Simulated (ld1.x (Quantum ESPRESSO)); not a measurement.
# Cutoff test, magnesium (Mg), ultrasoft

magnesium, ultrasoft, made with ld1.x (Quantum ESPRESSO) 7.5 (PBEsol, scalar-relativistic). Core [He], reference 2s2 2p6 3s2 3p0. Waves: 2s (bound): rcut 0.95, rcutus 1.15 bohr; 3s (bound): rcut 0.95, rcutus 1.15 bohr; 2p (bound): rcut 1.15, rcutus 1.30 bohr; 3p (bound, empty): rcut 1.15, rcutus 1.30 bohr. Local part: all-electron potential smoothed inside 0.90 bohr (lloc = -2). Core correction: none. Augmentation charge: PSQ, inside the norm-conserving radii.

The pseudo-atom Hamiltonian at the reference potential is diagonalised in spherical Bessel functions j_l(qr) that vanish at 20 bohr, with q² up to the cutoff. All-electron valence levels (Ry): 2s -5.8500, 3s -0.3439, 2p -3.4214, 3p -0.0959.

Problem. How do the lowest levels (Ry) of each channel move with the cutoff, and are there ghosts?

Solution.

```json
{"cutoff (Ry)": "8", "s #1": "-4.9808", "s #2": "-0.2559", "p #1": "-2.0840", "p #2": "-0.0397", "d #1": "0.0549", "d #2": "0.1374", "f #1": "0.1085", "Σ f·Δε (mRy)": "9939.2"}
{"cutoff (Ry)": "18", "s #1": "-5.7348", "s #2": "-0.3093", "p #1": "-3.2115", "p #2": "-0.0681", "d #1": "0.0548", "d #2": "0.1372", "f #1": "0.1085", "Σ f·Δε (mRy)": "1559.5"}
{"cutoff (Ry)": "30", "s #1": "-5.8348", "s #2": "-0.3256", "p #1": "-3.3973", "p #2": "-0.0765", "d #1": "0.0548", "d #2": "0.1372", "f #1": "0.1085", "Σ f·Δε (mRy)": "212.0"}
{"cutoff (Ry)": "50", "s #1": "-5.8496", "s #2": "-0.3404", "p #1": "-3.4208", "p #2": "-0.0854", "d #1": "0.0548", "d #2": "0.1372", "f #1": "0.1085", "Σ f·Δε (mRy)": "12.0"}
{"cutoff (Ry)": "70", "s #1": "-5.8498", "s #2": "-0.3437", "p #1": "-3.4211", "p #2": "-0.0946", "d #1": "0.0548", "d #2": "0.1372", "f #1": "0.1085", "Σ f·Δε (mRy)": "3.0"}
{"cutoff (Ry)": "110", "s #1": "-5.8500", "s #2": "-0.3439", "p #1": "-3.4214", "p #2": "-0.0958", "d #1": "0.0548", "d #2": "0.1372", "f #1": "0.1085", "Σ f·Δε (mRy)": "0.5"}
{"cutoff (Ry)": "400", "s #1": "-5.8500", "s #2": "-0.3439", "p #1": "-3.4215", "p #2": "-0.0959", "d #1": "0.0548", "d #2": "0.1372", "f #1": "0.1085", "Σ f·Δε (mRy)": "0.0"}
```

Result: no extra level below or beside the all-electron valence levels (s, p, d, f tested); 10 mRy is reached at 55 Ry and 1 mRy at 90 Ry.

Its largest configuration-test error is -348 meV.
